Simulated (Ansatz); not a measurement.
Reactions of `[Br][Cd][Br]`.

Computed with Ansatz on PBE0-D4/def2-TZVP structures; ΔE is electronic, products minus reactants. CCSD(T)/CBS adds triple-zeta CCSD(T) − MP2 to the extrapolated MP2 energy (def2 sets, frozen cores). This one scheme is used for every species, atoms too. Open shells (•) are unrestricted, without spin–orbit coupling. Spin–orbit coupling would lower the free atoms: clearly for Br. def2 core potentials past Kr. Bonds to Br, Cd are less sure, by a few kJ/mol each and by 10 to 20 or more in all where they break to atoms, as the def2 sets lack core-valence functions. Scalar relativity is left out up to krypton. One conformer a species, not always the lowest.

Order these by ΔE at CCSD(T)/CBS, lowest first. (Estimate.)
A. `[Br][Cd][Br]` → 2 Br• + Cd (atom)
B. `[Br][Cd][Br]` + HCl → `[Cl][Cd][Br]` + HBr
C. `[Br][Cd][Br]` + H₂O → `[OH][Cd][Br]` + HBr
D. `[Br][Cd][Br]` + CH₄ → `[CH3][Cd][Br]` + HBr
E. `[Br][Cd][Br]` + silanol → `[SiH3][O][Cd][Br]` + HBr

B (+0.26 eV), E (+1.23 eV), C (+1.48 eV), D (+1.64 eV), A (+5.36 eV).

Largest T1 diagnostic: 0.015, for Cd (atom).
